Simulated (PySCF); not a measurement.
CH8O3Si2, SMILES [SiH3][C@@H](O)[SiH](O)O.

Geometry: r2SCAN-D4/def2-SVP. The structure was generated by enumeration; whether it is a known compound was not checked. Other conformers were not sampled.

Level of theory: r2SCAN-D4/def2-SVP run with PySCF.

Frequencies are harmonic and unscaled.

Computed harmonic wavenumbers and intensities:
| mode | ν (cm⁻¹) | IR (km/mol) | moving atoms (share of kinetic energy) |
|---|---|---|---|
| 1 | 49 | 2.5 | O 68 %, Si 16 %, H 13 % |
| 2 | 107 | 23.1 | H 50 %, O 42 % |
| 3 | 117 | 13.2 | H 52 %, Si 22 %, O 21 % |
| 4 | 150 | 2.7 | H 75 %, Si 12 % |
| 5 | 191 | 12.0 | H 42 %, O 27 %, Si 21 %, C 10 % |
| 6 | 219 | 12.2 | O 71 %, H 19 %, Si 9 % |
| 7 | 273 | 46.6 | O 52 %, Si 21 %, H 18 %, C 9 % |
| 8 | 287 | 102.0 | H 88 % |
| 9 | 352 | 29.4 | O 46 %, Si 35 %, H 16 % |
| 10 | 361 | 7.6 | O 49 %, Si 19 %, H 19 %, C 13 % |
| 11 | 444 | 109.8 | H 91 % |
| 12 | 535 | 10.2 | H 58 %, Si 27 %, C 11 % |
| 13 | 625 | 15.8 | H 70 %, Si 14 %, O 10 % |
| 14 | 669 | 94.3 | H 79 %, C 11 %, Si 10 % |
| 15 | 735 | 284.8 | H 91 % |
| 16 | 773 | 94.6 | H 60 %, C 30 %, Si 9 % |
| 17 | 802 | 111.7 | O 68 %, Si 21 %, H 9 % |
| 18 | 817 | 17.1 | H 47 %, C 43 %, Si 8 % |
| 19 | 862 | 25.2 | H 58 %, O 34 %, Si 9 % |
| 20 | 897 | 260.2 | H 74 %, Si 18 % |
| 21 | 922 | 92.3 | H 77 %, Si 16 % |
| 22 | 936 | 37.2 | H 96 % |
| 23 | 947 | 28.5 | H 94 % |
| 24 | 965 | 170.3 | Si 40 %, H 36 %, O 23 % |
| 25 | 1039 | 65.5 | C 44 %, O 32 %, H 23 % |
| 26 | 1071 | 68.4 | H 57 %, C 32 % |
| 27 | 1256 | 9.9 | H 86 %, C 11 % |
| 28 | 1355 | 54.8 | H 81 %, C 12 % |
| 29 | 2201 | 111.3 | H 97 % |
| 30 | 2217 | 88.5 | H 98 % |
| 31 | 2229 | 118.9 | H 97 % |
| 32 | 2235 | 117.4 | H 96 % |
| 33 | 2932 | 22.9 | H 93 % |
| 34 | 3740 | 78.7 | H 94 % |
| 35 | 3895 | 72.9 | H 94 % |
| 36 | 3897 | 139.9 | H 94 % |
